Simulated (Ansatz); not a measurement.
Ideal-gas functions of FH4O2Si2, SMILES `O[Si](O)(F)[SiH2]` radical at 400 K and 1 bar, from an Ansatz frequency run at PBE0-D4/def2-TZVP.

Molar mass 111.2 g/mol, point group C1 (symmetry number 1), electronic degeneracy 2, moments of inertia 128.239, 234.562, 239.317 u Å². Harmonic wavenumbers (cm⁻¹, unscaled): 94, 139, 156, 196, 243, 301, 316, 341, 463, 488, 520, 777, 812, 851, 913, 937, 986, 2217, 2242, 3895, 3923.

Use S(trans) = R[1.5 ln M + 2.5 ln T − 1.1517]; rotational temperatures θ = 24.2544 K / I; S(rot) = R[ln(√π/σ · √(T³/θAθBθC)) + 1.5]; for each mode x = 1.438777 ν̃/T, S = R[x/(eˣ − 1) − ln(1 − e⁻ˣ)] and H = RT x/(eˣ − 1); 1 cm⁻¹ = 0.0119627 kJ/mol; R = 8.31446 J/(mol·K).

Problem. By hand: the entropy, in J/(mol·K).

Solution. Translation 173.7. Rotation: θ = 0.1891, 0.1034, 0.1013 K, giving 117.8. Vibration, mode by mode: 17.37, 14.16, 13.23, 11.39, 9.69, 8.05, 7.68, 7.12, 4.97, 4.63, 4.22, 2.04, 1.84, 1.65, 1.38, 1.29, 1.12, 0.03, 0.02, 0.00, 0.00, in all 111.9. Electronic 5.8. Sum 409.2 J/(mol·K).

Problem. By hand: H − E and G − E in kJ/mol, counted from the electronic energy.

Solution. Zero-point energy ½ × 20810 × 0.0119627 = 124.5; thermal vibration 24.0; translation, rotation and pV give 4 RT = 13.3. H − E = 161.8 kJ/mol, and G − E = 161.8 − 400 × 409.2/1000 = -1.9 kJ/mol.

Vibration gives 27 % of the entropy, 31.5 J/(mol·K) of it from the modes under 150 cm⁻¹: soft modes count most, and the harmonic formula is weakest for them. The sum counts one conformer and one mirror image; others add a mixing term.
